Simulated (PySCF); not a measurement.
**Vibration and rotation of ZrC**

ROHF-CCSD(T) constants of ZrC, ³Σ⁺ (triplet), unpaired electrons σ ↑↑ (basis Zr def2-TZVPP with ECP28, C def2-TZVPP; scalar-relativistic core potentials; PySCF 2.14; masses 89.9047 and 12.0000 u):

* ωe: 896.2 cm⁻¹
* ωexe: 3.58 cm⁻¹
* Be: 0.4842 cm⁻¹
* αe: 0.00249 cm⁻¹
* De to Zr (4d2 5s2) + C: 4.72 eV

(1) What force constant and bond length do these constants imply?

(2) Estimate the centrifugal constant D from the Kratzer relation and find the Dunham coefficient a1.

Correlated steps freeze 1 core orbital. Spin–orbit coupling is left out, which matters for elements this heavy, above all for dissociation energies. The state is the lowest single determinant that the PBE0 search found; with open d or f shells the true ground state can be another one.

Results:

(1) Reduced mass μred = 10.587 u; k = 5.8918×10⁻⁷·μred·ωe² (u, cm⁻¹, mdyn/Å) = 5.01 mdyn/Å; Re = √(16.8576/(μred·Be)) (u, cm⁻¹, Å) = 1.813 Å.

(2) D = 4Be³/ωe² = 5.65e-07 cm⁻¹; a1 = −1 − αeωe/(6Be²) = -2.59.
